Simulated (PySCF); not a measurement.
**BiCl: frontier orbitals**

BP86 at R = 2.477 Å; PySCF, scalar-relativistic core potentials, basis sets Bi def2-SVP with ECP60, Cl def2-SVP. State: ³Σ⁻ (triplet), unpaired electrons π ↑↑. Only the outer orbitals are listed, counted within each symmetry, core potentials removing the inner ones.

```tsv
spin	orbital	occ.	ε (eV)	on Bi (%)	main shells (%)
α	7σ	1	-19.62	10	89 Cl s
α	8σ	1	-15.19	88	88 Bi s, 8 Cl s
α	9σ	1	-8.58	30	68 Cl p, 26 Bi p
α	4π	1	-7.62	16	84 Cl p, 15 Bi p
α	4π	1	-7.62	16	84 Cl p, 15 Bi p
α	5π	1	-5.11	85	85 Bi p, 15 Cl p
α	5π	1	-5.11	85	85 Bi p, 15 Cl p
α	10σ	0	-2.75	78	73 Bi p, 23 Cl p
α	11σ	0	3.86	101	94 Bi s
α	12σ	0	5.74	95	92 Bi p
β	7σ	1	-19.46	9	90 Cl s
β	8σ	1	-14.32	88	88 Bi s
β	9σ	1	-8.38	28	71 Cl p, 22 Bi p
β	4π	1	-7.35	9	91 Cl p, 8 Bi p
β	4π	1	-7.35	9	91 Cl p, 8 Bi p
β	5π	0	-3.82	92	92 Bi p
β	5π	0	-3.82	92	92 Bi p
β	10σ	0	-2.21	81	76 Bi p, 20 Cl p
```

Problem. Which are the highest filled and the lowest empty level, where do they sit, and how wide is the gap?

Solution. Highest filled α 5π at -5.11 eV (in %: 85 Bi p, 15 Cl p); lowest empty β 5π at -3.82 eV (in %: 92 Bi p); the gap at BP86 is 1.29 eV. Both belong to one degenerate shell, split only by its one-sided filling, so this is no excitation gap.

```json
{"bond order (Mayer)": "1.13", "⟨S²⟩": "2.003", "charge on Bi (Mulliken, basis-dependent)": "0.28", "charge on Bi (Löwdin, basis-dependent)": "0.14", "dipole moment (positive dipole means Bi(−)Cl(+))": "-2.75 D"}
```

Shares are Mulliken populations and can fall outside 0 to 100 %.

Spin–orbit coupling is left out, which matters for elements this heavy, above all for dissociation energies. The state is the lowest determinant that a PBE0 search found; another state may lie lower at other levels.
